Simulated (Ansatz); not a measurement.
A run for Ansatz (a quantum-chemistry and plane-wave program): U-PBE/cc-pVTZ on aminoborane (SMILES BN), a point of a bond scan (R = 1.510 Å).

Ansatz 0.2 input:
```yaml
crystal:
  periodic: [false, false, false]
  atoms:
    - {symbol: B, position_ang: [-0.77598333, 0.04477233, -0.00303336]}
    - {symbol: N, position_ang: [0.60927771, -0.03515382, 0.00238170]}
    - {symbol: H, position_ang: [-1.41381575, -0.96287333, -0.03105655]}
    - {symbol: H, position_ang: [-1.29389237, 1.11910141, 0.02047198]}
    - {symbol: H, position_ang: [1.50993202, 1.17677743, 0.03679638]}
    - {symbol: H, position_ang: [1.11296685, -0.90681330, -0.01624534]}
basis:
  gaussian:
    orbitals: cc-pVTZ
hamiltonian:
  xc: {name: PBE}
magnetization: {spin_polarized: true, initial_magnetization: 0}
```

Program output:

```
WARN ansatz: RAYON_NUM_THREADS=1 ignored (pool sized by the plan → 1); use --threads N
Functional definition: PBE
integrals: 0.02 GiB planned
627 factors; their error is unknown
mean field: 0.32 GiB planned
mean field evaluation 1: about -2218.1627 eV, gradient 4.6e1 eV
mean field evaluation 2: about -2182.3067 eV, gradient 8.4e1 eV
mean field evaluation 4: about -2227.2424 eV, gradient 9.1e0 eV
mean field evaluation 8: about -2227.7717 eV, gradient 1.1e-1 eV
mean field evaluation 16: about -2227.7584 eV, gradient 1.4e-4 eV
mean field -2227.75836023 eV, -81.8686097096 hartree, gradient 1.9e-5 eV, S^2 0.000000; 0 other end points of the search recorded, 0 dependent functions left out
reference -2227.75839517 eV, -81.8686109937 hartree; 8, 8 occupied and 108, 108 virtual orbitals, 627 factors
Total energy: -2227.75839517 eV, -81.8686109937 hartree
```

Self-consistency was reached.

Cost: roughly 1.1 core-seconds.
